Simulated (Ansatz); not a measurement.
Total energies of CH2BBrO (`BrC1BO1`).

Z-matrix (Å, degrees):
```
C
B 1 1.503
O 1 1.465 2 53.5
Br 1 1.916 2 121.3 3 99.5
H 1 1.083 2 127.5 3 -93.6
H 2 1.181 1 159.8 3 -176.5
```

Total charge 0; spin multiplicity 1. Correlated methods include outer-core shells of Br, which these sets cover unevenly. Scalar relativity is left out up to krypton. The geometry is a stationary point of PBE0-D4/def2-TZVP. Basis def2-TZVPP, Ansatz 0.2.0.

RPA on PBE orbitals: Hartree–Fock energy of these orbitals -2710.97874 Eh, correlation -1.18480 Eh (frozen core).

```
functional  energy without D4 (Eh)  D4 term (kJ/mol)
    B97M-V             -2713.10182                 –
    B2PLYP             -2713.08438                 –
```

Give the same for LDA (SPW92), PBE, revPBE, BLYP, r2SCAN, PBE0, B3LYP, r2SCANh, r2SCAN0, HSE06 (plane-wave form), BHLYP, CAM-B3LYP, LC-ωPBE, ωB97X-V, ωB97M-V, PBE-QIDH. (Best estimate.)

Computed: 
| functional | energy without D4 (Eh) | D4 term (kJ/mol) |
| --- | --- | --- |
| LDA (SPW92) | -2708.84373 | – |
| PBE | -2713.02164 | -11.0 |
| revPBE | -2713.31573 | -34.9 |
| BLYP | -2713.56473 | -24.9 |
| r2SCAN | -2713.48363 | -2.4 |
| PBE0 | -2713.11457 | -9.1 |
| B3LYP | -2713.60776 | -18.0 |
| r2SCANh | -2713.47465 | -2.6 |
| r2SCAN0 | -2713.46228 | -2.9 |
| HSE06 (plane-wave form) | -2713.11191 | -8.5 |
| BHLYP | -2713.48909 | -13.9 |
| CAM-B3LYP | -2713.63710 | -9.3 |
| LC-ωPBE | -2713.12392 | – |
| ωB97X-V | -2713.29695 | – |
| ωB97M-V | -2713.38444 | – |
| PBE-QIDH | -2712.78165 | – |

B3LYP takes the VWN-RPA correlation (the form of Gaussian; ORCA's B3LYP/G). HSE06 is the plane-wave form, built on full-range PBE exchange. The double hybrids freeze the cores in their second-order part.

LC-ωPBE has ω = 0.4 bohr⁻¹.
